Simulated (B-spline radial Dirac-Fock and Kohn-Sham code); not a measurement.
## Co: computed levels beside tabulated edges

Level of theory: Dirac-Fock (average of configuration) total-energy differences with a finite nucleus, the Breit interaction including its frequency dependence, and self-energy and vacuum-polarisation corrections; a radial B-spline solver. The model has no electron correlation.

Input file task.json (cfg lists n, l and occupation; rrms is the nuclear radius in fm):

```json
{"items": [{
  "Z": 27,
  "q": 0,
  "cfg": [[1, 0, 2], [2, 0, 2], [2, 1, 6], [3, 0, 2], [3, 1, 6], [3, 2, 7], [4, 0, 2]],
  "A": 59,
  "rrms": 3.7875,
  "do": ["binding"],
  "screen": [3, 2]
}]}
```

Command: `python xray_run.py task.json out`

Two models are given for [Ar] 3d7 4s2. In the first the electron is removed to infinity. In the second it is placed in the 3d shell, so that the atom stays neutral; this mimics a hole screened by valence charge, or the onset of absorption below the ionisation limit. The tabulated edges (Elam, Ravel and Sieber, Radiat. Phys. Chem. 63, 121 (2002)) refer to the element in its standard state, with the Fermi level as zero for a metal.

| level | ionised (eV) | screened (eV) | tabulated (eV) |
| --- | --- | --- | --- |
| K (1s) | 7722.5 | 7708.7 | 7709.0 |
| L1 (2s) | 942.8 | 928.2 | 925.1 |
| L2 (2p1/2) | 808.6 | 794.2 | 793.2 |
| L3 (2p3/2) | 794.1 | 779.7 | 778.1 |
| M1 (3s) | 119.5 | 106.1 | 101.0 |
| M2 (3p1/2) | 77.66 | 64.81 | 58.90 |
| M3 (3p3/2) | 75.85 | 63.05 | 59.90 |

Q: Which of the two models lies closer to the table on average?

A: The screened model lies closer: the mean absolute deviations are 16.5 eV (ionised) and 2.9 eV (screened). Screening lowers the levels by 13.8 eV on average.
